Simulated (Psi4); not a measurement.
C4H12Sn (SMILES [CH3][Sn]([CH3])([CH3])[CH3]), singlet, at a GFN2-xTB geometry (such geometries of metal compounds can be far from the true shape) (all electrons, no relativity); B3LYP/STO-3G run with Psi4.

Psi4 was given this input:
```
memory 2 GB

molecule mol {
0 1
C    -0.327347   -1.518834   -1.549445
Sn   -0.000000   -0.000000    0.000000
C    -0.053430    1.996137   -0.909602
C    -1.575570   -0.153808    1.519446
C     1.956347   -0.323495    0.939602
H    -1.290480   -1.374051   -2.024837
H    -0.304138   -2.512462   -1.117299
H     0.442887   -1.457328   -2.309408
H     0.106731    2.759911   -0.157550
H    -1.014042    2.173271   -1.379105
H     0.719324    2.089994   -1.663676
H    -2.550192    0.003538    1.072300
H    -1.563850   -1.134872    1.979838
H    -1.429419    0.590178    2.293855
H     2.000575   -1.306120    1.394658
H     2.747599   -0.250987    0.202548
H     2.135005    0.418930    1.708675
}

set {
  basis sto-3g
  reference rks
  scf_type pk
}

energy('b3lyp')
print_variables()
```

Task: What does Psi4 print? Leave out banner, timings and long lists.

Result: 
```
   => Loading Basis Set <=

    Name: STO-3G
    Role: ORBITAL
    Keyword: BASIS

         ---------------------------------------------------------
                                   SCF
               by Justin Turney, Rob Parrish, Andy Simmonett
                          and Daniel G. A. Smith
                              RKS Reference
         ---------------------------------------------------------

  ==> Geometry <==

    Molecular point group: c1
    Full point group: C1

    Geometry (in Angstrom), charge = 0, multiplicity = 1:

       Center              X                  Y                   Z               Mass
    ------------   -----------------  -----------------  -----------------  -----------------
         C           -0.327347000000    -1.518834011198    -1.549445061069    12.000000000000
         SN           0.000000000000    -0.000000011198    -0.000000061069   119.902201630000
         C           -0.053430000000     1.996136988802    -0.909602061069    12.000000000000
         C           -1.575570000000    -0.153808011198     1.519445938931    12.000000000000
         C            1.956347000000    -0.323495011198     0.939601938931    12.000000000000
         H           -1.290480000000    -1.374051011198    -2.024837061069     1.007825032230
         H           -0.304138000000    -2.512462011198    -1.117299061069     1.007825032230
         H            0.442887000000    -1.457328011198    -2.309408061069     1.007825032230
         H            0.106731000000     2.759910988802    -0.157550061069     1.007825032230
         H           -1.014042000000     2.173270988802    -1.379105061069     1.007825032230
         H            0.719324000000     2.089993988802    -1.663676061069     1.007825032230
         H           -2.550192000000     0.003537988802     1.072299938931     1.007825032230
         H           -1.563850000000    -1.134872011198     1.979837938931     1.007825032230
         H           -1.429419000000     0.590177988802     2.293854938931     1.007825032230
         H            2.000575000000    -1.306120011198     1.394657938931     1.007825032230
         H            2.747599000000    -0.250987011198     0.202547938931     1.007825032230
         H            2.135005000000     0.418929988802     1.708674938931     1.007825032230

  Running in c1 symmetry.

  Rotational constants: A =      0.07812  B =      0.07812  C =      0.07812 [cm^-1]
  Rotational constants: A =   2342.11355  B =   2342.11332  C =   2342.11322 [MHz]
  Nuclear repulsion =  510.132801446580572

  Charge       = 0
  Multiplicity = 1
  Electrons    = 86
  Nalpha       = 43
  Nbeta        = 43

  ==> Algorithm <==

  SCF Algorithm Type is PK.
  DIIS enabled.
  MOM disabled.
  Fractional occupation disabled.
  Guess Type is SAD.
  Energy threshold   = 1.00e-06
  Density threshold  = 1.00e-06
  Integral threshold = 1.00e-12

  ==> Primary Basis <==

  Basis Set: STO-3G
    Blend: STO-3G
    Number of shells: 35
    Number of basis functions: 59
    Number of Cartesian functions: 61
    Spherical Harmonics?: true
    Max angular momentum: 2

  ==> DFT Potential <==

   => LibXC <=

    Version 7.1.2
    S. Lehtola, C. Steigemann, M. J. T. Oliveira, and M. A. L. Marques,  SoftwareX 7, 1–5 (2018) (10.1016/j.softx.2017.11.002)

   => Composite Functional: B3LYP <=

    B3LYP Hyb-GGA Exchange-Correlation Functional

    P. J. Stephens, F. J. Devlin, C. F. Chabalowski, and M. J. Frisch,  J. Phys. Chem. 98, 11623 (1994) (10.1021/j100096a001)

    Deriv               =              1
    GGA                 =           TRUE
    Meta                =          FALSE

    Exchange Hybrid     =           TRUE
    MP2 Hybrid          =          FALSE

   => Exchange Functionals <=

    0.0800   Slater exchange
    0.7200         Becke 88

   => Exact (HF) Exchange <=

    0.2000               HF

   => Correlation Functionals <=

    0.1900   Vosko, Wilk & Nusair (VWN5_RPA)
    0.8100   Lee, Yang & Parr

   => LibXC Density Thresholds  <==

    XC_HYB_GGA_XC_B3LYP:  1.00E-15

   => Molecular Quadrature <=

    Radial Scheme          =       TREUTLER
    Pruning Scheme         =           NONE
    Nuclear Scheme         =       TREUTLER

    Blocking Scheme        =         OCTREE
    BS radius alpha        =              1
    Pruning alpha          =              1
    Radial Points          =             75
    Spherical Points       =            302
    Total Points           =         361878
    Total Blocks           =           2719
    Max Points             =            256
    Max Functions          =             55
    Weights Tolerance      =       1.00E-15

  ==> Integral Setup <==

  Using in-core PK algorithm.
   Calculation information:
      Number of atoms:                  17
      Number of AO shells:              35
      Number of primitives:            105
      Number of atomic orbitals:        61
      Number of basis functions:        59

      Integral cutoff                 1.00e-12
      Number of threads:                 1

  Performing in-core PK
  Using 3134670 doubles for integral storage.
  We computed 180054 shell quartets total.
  Whereas there are 198765 unique shell quartets.

  ==> DiskJK: Disk-Based J/K Matrices <==

    J tasked:                  Yes
    K tasked:                  Yes
    wK tasked:                  No
    Schwarz Cutoff:          1E-12

  Minimum eigenvalue in the overlap matrix is 2.3361695050E-01.
  Reciprocal condition number of the overlap matrix is 1.0032843447E-01.
    Using symmetric orthogonalization.

  ==> Pre-Iterations <==

  SCF Guess: Superposition of Atomic Densities via on-the-fly atomic UHF (no occupation information).

   -------------------------
    Irrep   Nso     Nmo
   -------------------------
     A         59      59
   -------------------------
    Total      59      59
   -------------------------

  ==> Iterations <==

                        Total Energy        Delta E     RMS |[F,P]|

   @RKS iter SAD: -6118.19858430127715   -6.11820e+03   0.00000e+00
   @RKS iter   1: -6122.92233599268729   -4.72375e+00   8.38307e-03 DIIS/ADIIS
   @RKS iter   2: -6123.06275484327671   -1.40419e-01   5.77029e-03 DIIS/ADIIS
   @RKS iter   3: -6123.15431252281542   -9.15577e-02   1.19361e-03 DIIS/ADIIS
   @RKS iter   4: -6123.15745044628966   -3.13792e-03   5.51469e-05 DIIS
   @RKS iter   5: -6123.15745966868326   -9.22239e-06   1.38942e-06 DIIS
   @RKS iter   6: -6123.15745967598377   -7.30051e-09   9.78478e-08 DIIS
  Energy and wave function converged.

  ==> Post-Iterations <==

   Electrons on quadrature grid:
      Ntotal   =   85.9999924407 ; deviation = -7.559e-06

    Orbital Energies [Eh]
    ---------------------

    Doubly Occupied:

       1A   -1019.345816     2A   -149.127727     3A   -141.808659
       4A   -141.808659     5A   -141.808659     6A    -27.552278
       7A    -24.875915     8A    -24.875915     9A    -24.875915
      10A    -16.968664    11A    -16.968664    12A    -16.968664
      13A    -16.968589    14A    -16.968589    15A     -9.948613
      16A     -9.948446    17A     -9.948446    18A     -9.948445
      19A     -4.040685    20A     -2.929807    21A     -2.929806
      22A     -2.929805    23A     -0.645282    24A     -0.635787
      25A     -0.635787    26A     -0.635787    27A     -0.525569
      28A     -0.525568    29A     -0.525567    30A     -0.522745
      31A     -0.522744    32A     -0.357355    33A     -0.357354
      34A     -0.357354    35A     -0.348128    36A     -0.348128
      37A     -0.345331    38A     -0.345331    39A     -0.345330
      40A     -0.340668    41A     -0.208127    42A     -0.208127
      43A     -0.208127

    Virtual:

      44A      0.210784    45A      0.258751    46A      0.258752
      47A      0.258753    48A      0.480413    49A      0.480413
      50A      0.484623    51A      0.484624    52A      0.484624
      53A      0.497190    54A      0.497190    55A      0.497191
      56A      0.511174    57A      0.519682    58A      0.519682
      59A      0.519683

    Final Occupation by Irrep:
              A
    DOCC [    43 ]
    NA   [    43 ]
    NB   [    43 ]

  @RKS Final Energy: -6123.15745967598377

   => Energetics <=

    Nuclear Repulsion Energy =            510.1328014465805722
    One-Electron Energy =               -9475.9002431852459267
    Two-Electron Energy =                2993.5480296808777894
    DFT Exchange-Correlation Energy =    -150.9380476181957533
    Empirical Dispersion Energy =           0.0000000000000000
    VV10 Nonlocal Energy =                  0.0000000000000000
    Total Energy =                      -6123.1574596759837732

Computation Completed

Properties will be evaluated at   0.000000,   0.000000,   0.000000 [a0]

Properties computed using the SCF density matrix

 Multipole Moments:

 ------------------------------------------------------------------------------------
     Multipole            Electronic (a.u.)      Nuclear  (a.u.)        Total (a.u.)
 ------------------------------------------------------------------------------------

 L = 1.  Multiply by 2.5417464519 to convert [e a0] to [Debye]
 Dipole X            :         -0.0000031            0.0000000           -0.0000031
 Dipole Y            :         -0.0000007            0.0000020            0.0000013
 Dipole Z            :         -0.0000030           -0.0000005           -0.0000034
 Magnitude           :                                                    0.0000048

 ------------------------------------------------------------------------------------

  Variable Map:
  ----------------------------------------------------------------------------
  "CURRENT ENERGY"              =>   -6123.157459675984
  "CURRENT REFERENCE ENERGY"    =>   -6123.157459675984
  "DD SOLVATION ENERGY"         =>       0.000000000000
  "DFT FUNCTIONAL TOTAL ENERGY" =>   -6123.157459675984
  "DFT TOTAL ENERGY"            =>   -6123.157459675984
  "DFT VV10 ENERGY"             =>       0.000000000000
  "DFT XC ENERGY"               =>    -150.938047618196
  "GRID ELECTRONS ALPHA"        =>      42.999996220358
  "GRID ELECTRONS BETA"         =>      42.999996220358
  "GRID ELECTRONS TOTAL"        =>      85.999992440715
  "NUCLEAR REPULSION ENERGY"    =>     510.132801446581
  "ONE-ELECTRON ENERGY"         =>   -9475.900243185246
  "PCM POLARIZATION ENERGY"     =>       0.000000000000
  "PE ENERGY"                   =>       0.000000000000
  "SCF ITERATION ENERGY"        =>   -6123.157459675984
  "SCF ITERATIONS"              =>       6.000000000000
  "SCF TOTAL ENERGY"            =>   -6123.157459675984
  "TWO-ELECTRON ENERGY"         =>    2993.548029680878
  "XC GRID RADIAL POINTS"       =>      75.000000000000
  "XC GRID SPHERICAL POINTS"    =>     302.000000000000
  "XC GRID TOTAL POINTS"        =>  361878.000000000000

  Array Variable Map:
  ----------------------------------------------------------------------------
  "CURRENT DIPOLE"              =>      -0.000003052338 ... -0.000003446900 1 by 3
  "SCF DIPOLE"                  =>      -0.000003052338 ... -0.000003446900 1 by 3
  "SCF TOTAL ENERGIES"          =>   -6118.198584301277 ... -6123.157459675984 1 by 7
```
